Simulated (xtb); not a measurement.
C2H6ClGa, charge +1, doublet, from a rough starting geometry (GFN-xTB shapes and energies of metal compounds can be far from the true ones) (a state made from the parent by changing its charge; the spin is typed, not shown lowest); GFN2-xTB run with xtb.

xtb was given this input:
```
$ xtb mol.xyz --gfn 2 --chrg 1 --uhf 1 --opt vtight --json

# file mol.xyz
10

Ga     0.46545704    -0.23167963     0.33407788
C     -1.09296455    -1.46831237     0.10357172
H     -0.82648486    -2.43982834    -0.39713727
H     -1.98894638    -1.07356319    -0.31044014
H     -1.36922701    -1.78558334     1.24350434
C      0.58389831     1.64251666    -0.50690596
H      1.41823195     1.73186620    -1.24284147
H      0.87792529     2.40201849     0.37207608
H     -0.30604252     2.04716961    -0.87415454
Cl     2.13299659    -0.91803736     1.29268330
```

What the program printed (banner, timings and long lists left out):

```
   ID    Z sym.   atoms
    1   31 Ga     1
    2    6 C      2, 6
    3    1 H      3-5, 7-9
    4   17 Cl     10

           -------------------------------------------------
          |                Calculation Setup                |
           -------------------------------------------------

           -------------------------------------------------
          |                 G F N 2 - x T B                 |
           -------------------------------------------------

          ...................................................
          :                      SETUP                      :
          :.................................................:
          :  # basis functions                  34          :
          :  # atomic orbitals                  32          :
          :  # shells                           16          :
          :  # electrons                        23          :
          :  max. iterations                   250          :
          :  Hamiltonian                  GFN2-xTB          :
          :  restarted?                      false          :
          :  GBSA solvation                  false          :
          :  PC potential                    false          :
          :  electronic temp.          300.0000000     K    :
          :  accuracy                    1.0000000          :
          :  -> integral cutoff          0.2500000E+02      :
          :  -> integral neglect         0.1000000E-07      :
          :  -> SCF convergence          0.1000000E-05 Eh   :
          :  -> wf. convergence          0.1000000E-03 e    :
          :  Broyden damping             0.4000000          :
          :  net charge                          1          :
          :  unpaired electrons                  1          :
          ...................................................

 iter      E             dE          RMSdq      gap      omega  full diag
   1    -12.6989414 -0.126989E+02  0.128E+01    4.74       0.0  T
   2    -12.6797046  0.192368E-01  0.777E+00    4.70       1.0  T
   3    -12.5985072  0.811974E-01  0.694E+00    4.08       1.0  T
   4    -12.6662123 -0.677050E-01  0.367E+00    4.35       1.0  T
   5    -12.6997719 -0.335596E-01  0.153E+00    4.60       1.0  T
   6    -12.7051446 -0.537266E-02  0.102E+00    4.67       1.0  T
   7    -12.7080848 -0.294022E-02  0.579E-01    4.72       1.0  T
   8    -12.7098978 -0.181297E-02  0.224E-01    4.74       1.0  T
   9    -12.7100011 -0.103370E-03  0.100E-01    4.74       1.0  T
  10    -12.7098724  0.128761E-03  0.192E-01    4.74       1.0  T
  11    -12.7099732 -0.100778E-03  0.127E-01    4.74       1.0  T
  12    -12.7100214 -0.482608E-04  0.698E-02    4.75       1.0  T
  13    -12.7100401 -0.186635E-04  0.206E-02    4.75       1.5  T
  14    -12.7100417 -0.161989E-05  0.879E-03    4.75       3.6  T
  15    -12.7100421 -0.375277E-06  0.362E-03    4.75       8.7  T
  16    -12.7100421 -0.579461E-07  0.598E-04    4.75      52.9  T
  17    -12.7100421 -0.144191E-08  0.310E-04    4.75     101.9  T

   *** convergence criteria satisfied after 17 iterations ***

         :::::::::::::::::::::::::::::::::::::::::::::::::::::
         ::                     SUMMARY                     ::
         :::::::::::::::::::::::::::::::::::::::::::::::::::::
         :: total energy             -12.609492233089 Eh    ::
         :: gradient norm              0.122383829369 Eh/a0 ::
         :: HOMO-LUMO gap              4.745292936433 eV    ::
         ::.................................................::
         :: SCC energy               -12.710029905299 Eh    ::
         :: -> isotropic ES            0.106180305824 Eh    ::
         :: -> anisotropic ES         -0.017322517033 Eh    ::
         :: -> anisotropic XC          0.004802070947 Eh    ::
         :: -> dispersion             -0.004262651836 Eh    ::
         :: repulsion energy           0.100537672209 Eh    ::
         :: add. restraining           0.000000000000 Eh    ::
         :: total charge               1.000000000000 e     ::
         :::::::::::::::::::::::::::::::::::::::::::::::::::::

      -----------------------------------------------------------
     |                   =====================                   |
     |                        A N C O P T                        |
     |                   =====================                   |
     |               Approximate Normal Coordinate               |
     |                Rational Function Optimizer                |
      -----------------------------------------------------------
      -----------------------------------------------------------
     |                   =====================                   |
     |                        A N C O P T                        |
     |                   =====================                   |
     |               Approximate Normal Coordinate               |
     |                Rational Function Optimizer                |
      -----------------------------------------------------------

          ...................................................
          :                      SETUP                      :
          :.................................................:
          :   optimization level         verytight          :
          :   max. optcycles                   200          :
          :   ANC micro-cycles                  20          :
          :   degrees of freedom                24          :
          :.................................................:
          :   RF solver                   davidson          :
          :   write xtbopt.log                true          :
          :   linear?                        false          :
          :   energy convergence         0.1000000E-06 Eh   :
          :   grad. convergence          0.2000000E-03 Eh/α :
          :   maxmium RF displ.          1.0000000          :
          :   Hlow (freq-cutoff)         0.1000000E-01      :
[...]
 * total energy  :   -12.6323976 Eh     change       -0.3475383E-06 Eh
 * total energy  :   -12.6323980 Eh     change       -0.4127208E-06 Eh
 * total energy  :   -12.6323983 Eh     change       -0.2951288E-06 Eh
 * total energy  :   -12.6323985 Eh     change       -0.1920967E-06 Eh
 * total energy  :   -12.6323987 Eh     change       -0.1649977E-06 Eh
 * total energy  :   -12.6323989 Eh     change       -0.2335049E-06 Eh
 * total energy  :   -12.6323994 Eh     change       -0.4690275E-06 Eh
 * total energy  :   -12.6323999 Eh     change       -0.5293181E-06 Eh
 * total energy  :   -12.6324006 Eh     change       -0.6497228E-06 Eh
 * total energy  :   -12.6324012 Eh     change       -0.6215914E-06 Eh
 * total energy  :   -12.6324012 Eh     change       -0.1747436E-07 Eh
 * total energy  :   -12.6324013 Eh     change       -0.1118185E-06 Eh
 * total energy  :   -12.6324013 Eh     change       -0.1312216E-07 Eh
   *** GEOMETRY OPTIMIZATION CONVERGED AFTER 69 ITERATIONS ***
[...]
         :::::::::::::::::::::::::::::::::::::::::::::::::::::
         :: total energy             -12.632401341131 Eh    ::
         :: gradient norm              0.000028575143 Eh/a0 ::
         :: HOMO-LUMO gap              3.924179679002 eV    ::
         ::.................................................::
         :: SCC energy               -12.742089924305 Eh    ::
         :: -> isotropic ES            0.104702566432 Eh    ::
         :: -> anisotropic ES         -0.018942962228 Eh    ::
         :: -> anisotropic XC          0.003373274875 Eh    ::
         :: -> dispersion             -0.004246728207 Eh    ::
         :: repulsion energy           0.109688583174 Eh    ::
         :: add. restraining           0.000000000000 Eh    ::
         :: total charge               1.000000000000 e     ::
         :::::::::::::::::::::::::::::::::::::::::::::::::::::

           -------------------------------------------------
          |                Property Printout                |
           -------------------------------------------------

    * Orbital Energies and Occupations

         #    Occupation            Energy/Eh            Energy/eV
      -------------------------------------------------------------
         1        2.0000           -1.2221648             -33.2568
         2        2.0000           -0.8020728             -21.8255
         3        2.0000           -0.7900453             -21.4982
         4        2.0000           -0.7413230             -20.1724
         5        2.0000           -0.6864371             -18.6789
         6        2.0000           -0.6832191             -18.5913
         7        2.0000           -0.6792052             -18.4821
         8        2.0000           -0.6780002             -18.4493
         9        2.0000           -0.6224551             -16.9379
        10        2.0000           -0.6206034             -16.8875
        11        2.0000           -0.6200605             -16.8727
        12        1.0000           -0.5924161             -16.1205 (HOMO)
        13                         -0.4482051             -12.1963 (LUMO)
        14                         -0.3253857              -8.8542
        15                         -0.2043874              -5.5617
        16                         -0.1742572              -4.7418
        17                         -0.1695514              -4.6137
        18                         -0.1559892              -4.2447
        19                         -0.1534055              -4.1744
        20                         -0.1518895              -4.1331
        21                         -0.1394094              -3.7935
        22                         -0.1323226              -3.6007
        23                         -0.1280108              -3.4834
       ...                                ...                  ...
        32                          1.1391239              30.9971
      -------------------------------------------------------------
                  HL-Gap            0.1442109 Eh            3.9242 eV
             Fermi-level           -0.5631562 Eh          -15.3243 eV

     #   Z          covCN         q      C6AA      α(0)
     1  31 Ga       2.436     0.182   214.106    32.814
     2   6 C        3.594    -0.113    23.355     6.998
     3   1 H        0.924     0.157     1.346     1.815
     4   1 H        0.924     0.160     1.325     1.800
     5   1 H        0.924     0.157     1.349     1.816
     6   6 C        3.594    -0.113    23.355     6.998
     7   1 H        0.924     0.160     1.325     1.800
     8   1 H        0.924     0.157     1.349     1.816
     9   1 H        0.924     0.157     1.346     1.815
    10  17 Cl       0.794     0.097    96.197    15.004

 Mol. C6AA /au·bohr⁶  :       1640.174787
 Mol. C8AA /au·bohr⁸  :      84285.518452
 Mol. α(0) /au        :         72.675045

Wiberg/Mayer (AO) data.
largest (>0.10) Wiberg bond orders for each atom

 ---------------------------------------------------------------------------
     #   Z sym  total        # sym  WBO       # sym  WBO       # sym  WBO
 ---------------------------------------------------------------------------
     1  31 Ga   3.198 --    10 Cl   1.430     2 C    0.714     6 C    0.713
     2   6 C    3.797 --     4 H    0.912     5 H    0.911     3 H    0.911
                             1 Ga   0.714    10 Cl   0.171     6 C    0.166
     3   1 H    0.975 --     2 C    0.911
     4   1 H    0.974 --     2 C    0.912
     5   1 H    0.975 --     2 C    0.911
     6   6 C    3.797 --     7 H    0.912     8 H    0.911     9 H    0.911
                             1 Ga   0.713    10 Cl   0.170     2 C    0.166
     7   1 H    0.974 --     6 C    0.912
     8   1 H    0.975 --     6 C    0.911
     9   1 H    0.975 --     6 C    0.911
    10  17 Cl   1.781 --     1 Ga   1.430     2 C    0.171     6 C    0.170
 ---------------------------------------------------------------------------

Topologies differ in total number of bonds
Writing topology from bond orders to xtbtopo.mol

molecular dipole:
                 x           y           z       tot (Debye)
 q only:        0.030      -0.037       0.039
   full:        0.362      -0.169       0.281       1.241
molecular quadrupole (traceless):
                xx          xy          yy          xz          yz          zz
 q only:        0.098       3.834       3.968       1.605      -2.979      -4.066
  q+dip:        1.855       2.233       2.359       4.581      -4.152      -4.213
   full:        0.418       2.436       2.560       1.789      -2.402      -2.978

optimized geometry written to: xtbopt.xyz

           -------------------------------------------------
          | TOTAL ENERGY              -12.632401341131 Eh   |
          | GRADIENT NORM               0.000028575143 Eh/α |
          | HOMO-LUMO GAP               3.924179679002 eV   |
           -------------------------------------------------
```
